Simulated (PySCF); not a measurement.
# A survey of ¹⁷O NMR shifts

Computed data (PySCF): GFN2-xTB geometry, PBE0/pcSseg-1 with gauge-including orbitals. Equivalent nuclei averaged, gas phase, one conformer, non-relativistic Hamiltonian.

Shieldings were converted by a linear fit to measured shifts: ¹⁷O (scatter 10.7 ppm rms, 12.2 ppm with the 3 outliers that the fit left out vs liquid water, solution or neat liquid). A few per cent of atoms miss by over 2 rms, more outside the fitted compound classes.

Question: Give the ¹⁷O shifts of `N[Si@]1(O[SiH3])CC[SiH2]N1`, `C=C[Si@@H](N)N([SiH3])[SiH2]O`, `C=C[C@H](CO)C(F)(F)F`, `C=CCOC(=O)[C@H](C)C(F)F`.

Answer: 
```
                                                                   compound                environment  δ (ppm)
                                                 N[Si@]1(O[SiH3])CC[SiH2]N1      oxygen bonded to 2 Si     -5.6
                                              C=C[Si@@H](N)N([SiH3])[SiH2]O     oxygen bonded to Si, H     10.4
                                                       C=C[C@H](CO)C(F)(F)F             alcohol oxygen     -9.4
[CH2:1]=[CH:2][CH2:3][O:4][C:5](=[O:6])[C@H:7]([CH3:8])[CH:9]([F:10])[F:11]  O6: ester carbonyl oxygen    346.0
[CH2:1]=[CH:2][CH2:3][O:4][C:5](=[O:6])[C@H:7]([CH3:8])[CH:9]([F:10])[F:11]    O4: ester alkoxy oxygen    161.0
```

Question: Match the shifts 396.3, 67.2, -4.2 ppm to `C#CCP=C=O`, `CC#C[SiH]1OCCO1`, `C[P@@](=O)(P)c1cccs1`.

Answer: 396.3: C#CCP=C=O (carbonyl oxygen); 67.2: C[P@@](=O)(P)c1cccs1 (P=O oxygen); -4.2: CC#C[SiH]1OCCO1 (oxygen bonded to C, Si, in a 5-membered ring).
